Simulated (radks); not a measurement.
Results of a calculation; reference values are marked as such.
Isoelectronic series with 11 electrons, each ion in its NIST ground configuration. Level of theory: scalar-relativistic Kohn-Sham, PBEsol, spin-polarised, spherical densities, finite nucleus; open shells are filled with parallel spins first; Fermi nuclear charge, rms radius of each element as measured or else 0.836 A^(1/3) + 0.57 fm (a radial shooting solver on a logarithmic mesh with Libxc functionals). Total energies (hartree) and mean radii <r> (bohr) (* marks an orbital that is empty in some or all of the ions):

| ion | configuration | E (hartree) | 3p up* | 3s up | 2p down | 2p up | 2s down |
|---|---|---|---|---|---|---|---|
| Mg+ | [Ne] 3s1 | -199.56326 | 3.408 | 2.767 | 0.6868 | 0.6891 | 0.6972 |
| Al2+ | [Ne] 3s1 | -241.29917 | 2.520 | 2.191 | 0.6002 | 0.6020 | 0.6252 |
| Si3+ | [Ne] 3s1 | -287.20506 | 2.033 | 1.839 | 0.5336 | 0.5350 | 0.5663 |
| P4+ | [Ne] 3s1 | -337.28130 | 1.716 | 1.593 | 0.4807 | 0.4818 | 0.5174 |
| S5+ | [Ne] 3s1 | -391.53170 | 1.491 | 1.410 | 0.4375 | 0.4384 | 0.4760 |
| Cl6+ | [Ne] 3s1 | -449.96209 | 1.320 | 1.267 | 0.4015 | 0.4023 | 0.4407 |
| Ar7+ | [Ne] 3s1 | -512.57973 | 1.187 | 1.152 | 0.3711 | 0.3717 | 0.4102 |
| K8+ | [Ne] 3s1 | -579.39295 | 1.078 | 1.056 | 0.3450 | 0.3455 | 0.3836 |
| Ca9+ | [Ne] 3s1 | -650.41101 | 0.9889 | 0.9758 | 0.3223 | 0.3227 | 0.3602 |
| Sc10+ | [Ne] 3s1 | -725.64402 | 0.9135 | 0.9071 | 0.3024 | 0.3028 | 0.3395 |
| Ti11+ | [Ne] 3s1 | -805.10295 | 0.8490 | 0.8476 | 0.2849 | 0.2852 | 0.3209 |
| V12+ | [Ne] 3s1 | -888.79951 | 0.7932 | 0.7955 | 0.2692 | 0.2695 | 0.3043 |
